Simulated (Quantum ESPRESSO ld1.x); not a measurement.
Q: These are the eigenvalues of the occupied orbitals of an atom or ion with whole-number occupations (eV). Calculated with ld1.x of Quantum ESPRESSO 7.5: scalar-relativistic Kohn-Sham, PW86 exchange with PBE correlation, spin-unpolarised, spherical densities, point nucleus.

1s: -85656.6
2s: -15255.2
2p: -13116.2
3s: -3647.45
3p: -3031.79
3d: -2395.21
4s: -820.448
4p: -618.718
4d: -382.392
5s: -138.061
4f: -121.112
5p: -83.2806
5d: -22.6807
6s: -16.3514

Which element is it, and in what charge state? The configuration may be excited.

A: Z = 81, thallium, charge +1: Tl+ in [Hg]. The list shows which subshells hold electrons but not how many an open one holds; the 1s level, -3147.8 hartree, gives Z - s = 79.3 by -(Z - s)^2/2, which with screening and relativity narrows Z to a few neighbours, and the depths of the outer levels then fix element, charge and occupations together.
